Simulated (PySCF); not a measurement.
Simulated outer-valence photoelectron spectrum of `[BH3-][P+](F)(F)F`. The calculation used EOM-IP-CCSD/aug-cc-pVDZ in PySCF, restricted Hartree–Fock reference, frozen core, non-relativistic, gas phase, PBE0-D3(BJ)/def2-SVP geometry.

Each root has a Gaussian of 0.8 eV full width with its one-hole share as area; cross sections and vibrations are left out, and the highest printed point is 100.

```
ionisation energy (eV)  intensity
                  11.4          0
                  11.6          2
                  11.8          9
                  12.0         26
                  12.2         56
                  12.4         87
                  12.6        100
                  12.8         85
                  13.0         54
                  13.2         26
                  13.4          9
                  13.6          2
                  13.8          0
                  14.0          0
                  14.2          0
                  14.4          0
                  14.6          0
                  14.8          0
                  15.0          0
                  15.2          0
                  15.4          0
                  15.6          1
                  15.8          4
                  16.0         13
                  16.2         30
                  16.4         53
                  16.6         78
                  16.8         92
                  17.0         89
                  17.2         73
                  17.4         57
                  17.6         45
                  17.8         33
                  18.0         19
                  18.2          8
                  18.4          3
                  18.6          1
                  18.8          0
```

Where are the maxima, and how many lines lie under the curve?

2 maxima, at 12.6 and 16.9 eV, from 5 lines (7 roots with degenerate partners counted). At this width some lines have no maximum of their own.

List the lines with their holes.

```tsv
E (eV)	leading hole (HF orbital)	area	Koopmans (eV)
12.51	HOMO/HOMO-1	1.91	13.20
12.78	HOMO-2	0.96	13.62
16.52	HOMO-3	0.94	19.22
16.94	HOMO-4/HOMO-5	1.89	19.55
17.62	HOMO-6	0.91	19.93
```

The widest gap, 3.74 eV, lies between 12.78 and 16.52 eV. Only orbitals with −ε under 21 eV, eight at most, were ionised, so the high end of the curve may lack lines.
